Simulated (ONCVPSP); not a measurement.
**Rh (Z = 45): variants of one ONCV potential**

Base potential:

- Element: rhodium
- Generator: ONCVPSP 4.0.1
- Type: optimised norm-conserving Vanderbilt (ONCV)
- Functional: LDA (Perdew-Wang 92)
- Relativity: scalar-relativistic
- Frozen core: [Ar] 3d10
- Valence charge: 17
- Reference configuration: 4s2 4p6 4d8 (charge +1)
- Partial waves: 4s: rc 1.60 bohr, ncon 5, nbas 8, qcut 9.1 1/bohr, 2 projectors, debl 1.4 Ha; 4p: rc 1.40 bohr, ncon 4, nbas 8, qcut 9.2 1/bohr, 2 projectors, debl 2.1 Ha; 4d: rc 1.35 bohr, ncon 4, nbas 8, qcut 6.1 1/bohr, 1 projector
- Local potential: polynomial inside 0.85 bohr (lpopt 4, dvloc0 0 Ha)
- Core correction: Teter function fitted to the true core (icmod 2), fcfact 0.7

In the s channel the program set the typed energies aside and used -3.319, 0.250 Ha. In the p channel the program set the typed energies aside and used -2.143, 0.250 Ha.

All-electron outer shells of the reference configuration (LDA (PZ), scalar-relativistic, ld1.x):

```json
{"shell": "4s", "level (eV)": "-90.31", "outermost node (bohr)": "0.47", "outermost maximum (bohr)": "0.88"}
{"shell": "4p", "level (eV)": "-58.32", "outermost node (bohr)": "0.47", "outermost maximum (bohr)": "0.94"}
{"shell": "4d", "level (eV)": "-13.85", "outermost node (bohr)": "0.46", "outermost maximum (bohr)": "1.15"}
```

Cutoffs, loose and tight: the cutoffs (Ha) at which the residual kinetic energy of the hardest occupied pseudo-wave falls to 1 and 0.1 mHa per electron. They do not see the model core or the augmentation charge, which bear on the density cutoff. Test errors are all-electron minus pseudo excitation energies from the reference, over the configurations 4s2 4p6 4d8 5s1; 4s2 4p6 4d7; 4s2 4p6 4d6; 4s2 4p6 4d7 5s1. A dash means not determined; rows that change the core or the reference have their own tests.

| change | outcome | cutoff, loose | cutoff, tight | bound ghosts | GHOST(+) flags above zero | largest test error (meV) |
| --- | --- | --- | --- | --- | --- | --- |
| base | generated, projector energies reset by the program | 77 Ha | 126 Ha | none | s | +5.3 |
| p: qcut 6.1 | generated, projector energies reset by the program | 77 Ha | 126 Ha | none | s | +5.7 |
| p: qcut 7.2 | generated, projector energies reset by the program | 77 Ha | 126 Ha | none | s | +5.7 |
| p: qcut 10.7 | generated, projector energies reset by the program | 77 Ha | 126 Ha | none | s | +5.1 |
| p: qcut 12.3 | generated, projector energies reset by the program | 77 Ha | 126 Ha | none | s | +5.0 |
| p: qcut 13.5 | generated, projector energies reset by the program | 77 Ha | 126 Ha | none | s | +4.8 |

Reading the sweep of the qcut of the p channel (base included, trends over the rows without a ghost): The loose cutoff stays near 77 Ha. The median size of the test errors (rows with all tests solved) stays near 1.7 meV.
